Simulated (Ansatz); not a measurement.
Start from `C=[C]([GeH3])[TeH]` and change one atom or group to get `C=C(Cl)[TeH]`.

Ansatz, PBE0-D4/def2-TZVP geometries, multiplicity 1. 

Elements past krypton have def2 core potentials. Scalar relativity is left out up to krypton.

| property | `C=[C]([GeH3])[TeH]` |
| --- | --- |
| LUMO energy (ωB97M-V/def2-TZVPP) / eV | 0.97 |
| LUMO energy (PBE/def2-TZVPP) / eV | -1.73 |
| size of the dipole moment (PBE/def2-TZVPP) / D | 0.47 |
| HOMO–LUMO gap (PBE0/def2-TZVPP) / eV | 5.30 |
| HOMO energy (B3LYP/def2-TZVPP) / eV | -5.98 |
| HOMO–LUMO gap (ωB97M-V/def2-TZVPP) / eV | 9.21 |

Give the same properties after the change, and the shifts. (An estimate is asked.)

The calculation gave: 
```tsv
property	`C=C(Cl)[TeH]`	shift
LUMO energy (ωB97M-V/def2-TZVPP) / eV	0.73	-0.24
LUMO energy (PBE/def2-TZVPP) / eV	-2.02	-0.29
size of the dipole moment (PBE/def2-TZVPP) / D	0.92	0.45
HOMO–LUMO gap (PBE0/def2-TZVPP) / eV	5.26	-0.04
HOMO energy (B3LYP/def2-TZVPP) / eV	-6.23	-0.25
HOMO–LUMO gap (ωB97M-V/def2-TZVPP) / eV	9.26	0.05
```

Dipoles are sizes alone; their direction can turn.

B3LYP here is the variant with VWN-RPA as its local correlation; programs differ in this.

Spin–orbit coupling is left out; it splits and shifts lone-pair levels of the heavy atoms by tenths of an eV.
